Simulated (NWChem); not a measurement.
# SiH$_{2}$OClF; SMILES F[Si@H](Cl)O

```xyz
6

O      1.2886     1.2527     0.2530
Si     0.0035     0.4580    -0.3725
F     -1.3738     1.0306     0.2429
Cl     0.0539    -1.5331     0.1191
H      1.4994     1.1416     1.1854
H      0.0067     0.6517    -1.8296
```
Atoms are numbered in this order, from 1.

Structure relaxed at the PBE0/def2-SVP level.

Problem. Give the principal values of the shielding tensors (ppm) of O1, Si2, F3, Cl4 from LDA (Slater exchange, VWN5)/pcSseg-1, GIAO (NWChem), with their diamagnetic and paramagnetic parts as GIAO splits them.

Solution. 
| atom | σ11 | σ22 | σ33 | isotropic | diamagnetic | paramagnetic |
|---|---|---|---|---|---|---|
| O1 | 191.0 | 248.0 | 288.8 | 242.6 | 389.6 | -147.0 |
| Si2 | 330.6 | 340.4 | 354.6 | 341.9 | 881.4 | -539.5 |
| F3 | 200.9 | 250.8 | 341.6 | 264.5 | 472.0 | -207.6 |
| Cl4 | 682.2 | 732.8 | 1019.2 | 811.4 | 1148.4 | -337.0 |
